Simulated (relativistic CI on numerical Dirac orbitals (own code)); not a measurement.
Slater and spin-orbit integrals, Se16+

These numbers are calculated, not measured: Dirac-Coulomb-Breit CI, separate exchange-only KLI orbitals for each configuration, QED by a radiative potential, unscaled Slater integrals (own radial code, finite nucleus).

Slater integrals F^k, G^k are unscaled and averaged over j, outside the closed core [Ne]; ζ comes from projecting the Hamiltonian with its Breit term on Σ l·s of the shell.

- 3s²3p⁵3d: ζ(3p) = 42587, F^2(3p,3d) = 196980, G^1(3p,3d) = 220990, G^3(3p,3d) = 144420, ζ(3d) = 4550.1 cm⁻¹; <r>(3p) = 0.5053, <r^2>(3p) = 0.2944, <r>(3d) = 0.4652, <r^2>(3d) = 0.2527 (bohr units).
- 3s3p⁶3d: G^2(3s,3d) = 168100, ζ(3d) = 4621.3 cm⁻¹; <r>(3s) = 0.5118, <r^2>(3s) = 0.2981, <r>(3d) = 0.4659, <r^2>(3d) = 0.2535 (bohr units).
- 3s²3p⁵4s: ζ(3p) = 43702, G^1(3p,4s) = 23802 cm⁻¹; <r>(3p) = 0.4995, <r^2>(3p) = 0.2878, <r>(4s) = 1.024, <r^2>(4s) = 1.177 (bohr units).

Averages of the first 10 configurations, taken without configuration mixing, which lowers the lowest level and can move excited configurations by several eV; other configurations of the list can lie among them:

| Configuration | Parity | States | Average energy above the lowest level (eV) |
| --- | --- | --- | --- |
| 3s²3p⁶ | even | 1 | 0.3 |
| 3s²3p⁵3d | odd | 60 | 91.4 |
| 3s3p⁶3d | even | 20 | 164.2 |
| 3s²3p⁵4s | odd | 12 | 310.3 |
| 3s²3p⁵4p | even | 36 | 334.3 |
| 3s²3p⁵4d | odd | 60 | 369.0 |
| 3s3p⁶4s | even | 4 | 384.0 |
| 3s²3p⁵4f | even | 84 | 397.1 |
| 3p⁶3d² | even | 45 | 332.0 |
| 3p⁵3d³ | odd | 720 | 421.4 |
